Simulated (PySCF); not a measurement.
Species: (CH3CH2)2CF2, C₅H₁₀F₂.
SMILES: `CCC(F)(F)CC`

Method used: PySCF, TDDFT PBE0/def2-SVPD, vertical, gas phase, core orbitals frozen in the response. Geometry: PBE0-D3(BJ)/def2-SVP, one conformer, isolated molecule. Torsions of this conformer, `[CH3:1][CH2:2][C:3]([F:4])([F:5])[CH2:6][CH3:7]`: C1–C2–C3–F4 56°, C2–C3–C6–C7 63°.

Each state is given a Gaussian of 0.4 eV full width at half maximum, with ε(max) = 2.175×10⁸ f / Δν̃ (Δν̃ the width in cm⁻¹). The width is an assumption, not a result. The curve ends short of the highest state used, and states not computed would add to its high-energy end.

(λ (nm), ε (L mol⁻¹ cm⁻¹)): (130.4, 2278), (131.5, 1996), (132.5, 1705), (133.6, 1432), (134.6, 1235), (135.7, 1025), (136.7, 810), (137.8, 566), (138.8, 380), (139.9, 249), (140.9, 197), (142.0, 190), (143.0, 198), (144.1, 196), (145.1, 176), (146.2, 137), (147.2, 98), (148.3, 59), (149.3, 34), (150.4, 16), (151.4, 8), (152.5, 3), (153.5, 1), (154.6, 0)

Problem. Locate the maxima and give the states behind the curve.

Solution. 143 nm (8.64 eV), ε about 200, made up of S1 (96%) (ε in L mol⁻¹ cm⁻¹; maxima over ε = 5, shares over 10%). At its high-energy end, 9.51 eV, the curve is still rising (ε about 2300, from S5). The states used: S1 8.62 eV (f 0.0029); S2 9.15 eV (f 0.0097); S3 9.24 eV (f 0.0042); S4 9.46 eV (f 0.0002); S5 9.52 eV (f 0.025); S6 9.72 eV (f 0.0053); S7 9.74 eV (f 0.0059); S8 9.93 eV (f 0.028); S9 10.04 eV (f 0.032); S10 10.11 eV (f 0.0077).

Problem. What would ε be at 8.64 eV, the highest of these maxima, with half the width (0.2 eV)?

Solution. About 376 L mol⁻¹ cm⁻¹ against 199, a factor of about 1.9; a lone state at its own centre would give exactly 2.

Problem. Coming from long wavelengths, where does ε first pass 100 L mol⁻¹ cm⁻¹?

Solution. At about 147 nm (8.43 eV), 0.19 eV below S1.

All these states lie below the vertical ionisation energy of 11.08 eV (ΔSCF).
